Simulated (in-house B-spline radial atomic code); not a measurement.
A calculation on Sr VIII (Sr7+) (an excited or competing configuration): its settings, and results tabulated from the run. Computed with an all-electron radial atomic-structure program (B-spline basis): Dirac-Hartree-Fock, average of the jj configuration, Fermi nucleus of rms radius 4.224 fm.

In the input, a minus or plus after the letter marks the j = l - 1/2 or j = l + 1/2 subshell.

Command:
```bash
python run_scf.py task.json out
```
Settings (nuclear radius in fm, mass in u):
```
Z                38
configuration    1s2 2s2 2p6 3s2 3p6 3d10 4s1 4p-1 7f+1
hamiltonian      dirac
method           hf
spin_polarised   False
nucleus          fermi
rms_radius       4.224
atomic_mass      87.90561
speed_of_light   137.035999084
```

Output (hartree, bohr):
```
 radial grid: 70 intervals, B-splines of order 8, outer radius 31.8182 bohr

 iter        energy (Eh)    residual
    1       -3145.946824    8.87e-01
    2       -3156.955225    5.70e-01
    3       -3159.687046    1.64e-01
    4       -3159.914514    4.70e-02
    5       -3159.929446    1.89e-02
    6       -3159.933379    3.10e-04
    7       -3159.933381    9.44e-05
    8       -3159.933381    5.24e-06
    9       -3159.933381    1.28e-07

 total energy                     -3159.93338
 kinetic                            3256.3823
 electron-nucleus                  -7488.2538
 electron-electron                  1071.9381

 first-order corrections (not in the total)
   Gaunt                             1.8964
   retardation                      -0.1836
   frequency dependence             -0.0097
   self-energy                       1.2751
   Uehling                          -0.1362
   Wichmann-Kroll                    0.0017
   recoil                            0.0142

 orbital      occ     eigenvalue          <r>       <r^2>       <1/r>     <1/r^3>       r_max    small
 1s1/2      2.000      -600.4081    0.0391456  0.00206536     39.0011           -     0.02554  1.91e-02
 2s1/2      2.000       -87.8066     0.171676    0.034816     8.81041           -      0.1449  3.86e-03
 2p1/2      2.000       -80.0628     0.147465   0.0266926     8.74722           -      0.1137  3.83e-03
 2p3/2      4.000       -77.5145     0.151614   0.0280899     8.41034     1708.88      0.1172  3.73e-03
 3s1/2      2.000       -18.4761     0.487632    0.272504     2.95324           -      0.4343  9.79e-04
 3p1/2      2.000       -15.6102     0.486936    0.276162     2.84234           -      0.4241  9.26e-04
 3p3/2      4.000       -15.1798     0.496956    0.287368     2.76215     267.299       0.433  8.98e-04
 3d3/2      4.000       -10.1702     0.486806    0.285909     2.54623     36.7266       0.375  7.84e-04
 3d5/2      6.000       -10.0926     0.489906    0.289262     2.52657     35.3807      0.3776  7.76e-04
 4s1/2      1.000        -5.6825      1.21174     1.64334     1.11103           -        1.12  2.32e-04
 4p1/2      1.000        -4.8906      1.29416     1.88199     1.02762           -       1.189  2.06e-04
 7f7/2      1.000        -0.6809      8.02836     73.1125    0.178587   0.0683513       8.988  2.11e-05
```

Cost of the run: 1.2 s on 1 thread of Arm Neoverse V1, with other jobs on the host.

For the Dirac Hamiltonian the kinetic term is c α·p + (β - 1)c².
